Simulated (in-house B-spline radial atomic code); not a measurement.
Ionising Rb22+ with different functionals

Computed with a B-spline radial code for spherical atoms: scalar-relativistic (spin-free X2C) Hamiltonian, Fermi nucleus of rms radius 4.2036 fm, spin-polarised at highest spin, spherical fractional occupations for the functionals. The ionisation energy is the difference of two self-consistent energies, [Ne] 3s2 3p3 → [Ne] 3s2 3p2, without Breit or QED terms; ε is the level of the shell that loses the electron (its least bound occupied spin orbital). There is no spin-orbit coupling in this Hamiltonian.

Hybrids are left out here: with spherical fractional occupations of an open shell their exact exchange keeps a self-interaction that integer-occupation calculations don't have.

```tsv
method	rung	ΔSCF (eV)	-ε(3p) (eV)
LDA PW92	LDA	1023.11	997.35
RPBE	GGA	1023.79	998.18
BP86	GGA	1023.86	998.19
SCAN	meta-GGA	1025.72	1000.69
```

Task: How do they compare with the NIST value?

Result: NIST lists 1024 eV ± 4 (semi-empirical, ground level to ground level). Errors run from -0.89 to +1.72 eV; all lie within about twice that uncertainty, so the table can't rank the methods.
